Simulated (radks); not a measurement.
All-electron atom: the ruthenium ion Ru+ in [Ar] 3d10 4s1.5 4p6 4d7 5d0.5 (fractional occupations, a model configuration). Method: Dirac Kohn-Sham, RPBE, spin-unpolarised, spherical densities, point nucleus; open shells fill j = l - 1/2 first; computed with a radial shooting solver on a logarithmic mesh with Libxc functionals.

Spin-orbit splittings of the eigenvalues, e(l+1/2) - e(l-1/2), with zeta = 2 splitting/(2l+1) and mean radii in bohr:

shell  occ.  splitting (eV)  zeta (eV)  <r> j=l-1/2  <r> j=l+1/2
2p        6           130.9      87.28       0.1236       0.1284
3p        6           22.22      14.81       0.3955       0.4061
3d       10           4.329      1.732       0.3819       0.3854
4p        6           3.408      2.272        1.101        1.131
4d        7          0.3617     0.1447        1.550        1.568
5d      0.5         0.01437   0.005748        6.783        6.816
